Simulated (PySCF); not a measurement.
**Telling isomers of C4H4O4 apart by NMR**

No solvent, a single conformation, non-relativistic, rapidly exchanging positions averaged. Coordinates at the GFN2-xTB level; GIAO PBE0/pcSseg-1 shieldings; PySCF 2.14.0 with density-fitted response routines.

Scale: ¹H, ¹³C against TMS (reference shieldings calculated alike). Where no couplings were computed, multiplicities follow the n + 1 count of equivalent neighbours, and m marks all less simple cases (inequivalent or close neighbours, rings, F or P nearby). Shifts are as computed. Against solution values, carbons near 30 ppm lie about +3 ppm off and those near 130 ppm about +5 ppm (rms about the fit 2.1 ppm; single classes can miss by 10 ppm). Of 1328 compounds with measured shifts, 309 miss one by over three times the rms of a fit or turn the order of signals round; such compounds aren't used in these exercises. Signals without a measured value on file couldn't be tested in this way; 1H shifts scatter by 0.2 ppm about their fit, and single ones miss by 0.5 ppm. OH and NH positions are gas-phase values without hydrogen bonding to other molecules.

(1) Tabulate the signals of `O=CO/C=C\OC=O`, `Cc1oc(=O)oc1O` and their relative energies.

(2) What is the quickest way to tell O=CO/C=C\OC=O from Cc1oc(=O)oc1O?

## Answers

(1) 
```tsv
SMILES	carbon types	δC	δH	E rel. (kcal/mol)
O=CO/C=C\OC=O	4×CH	160.9, 126.6	8.09 (s, 2H), 7.65 (s, 2H)	14.2
Cc1oc(=O)oc1O	3×C 1×CH3	153.8, 152.4, 117.9, 10.4	4.12 (br s, 1H), 2.23 (s, 3H)	0.0
```

Energies are electronic energies at PBE0/pcSseg-1 on these geometries, without zero-point or thermal terms, each for the one conformer computed, which needn't be the lowest.

(2) Count the carbon signals: 2 against 4. The first has an ester carbonyl carbon (CH) at 160.9 ppm, the second a unsaturated ring carbon (C) at 153.8 ppm. In the proton spectra the most deshielded non-exchanging signals are 8.09 (s, 2H) and 2.23 (s, 3H).
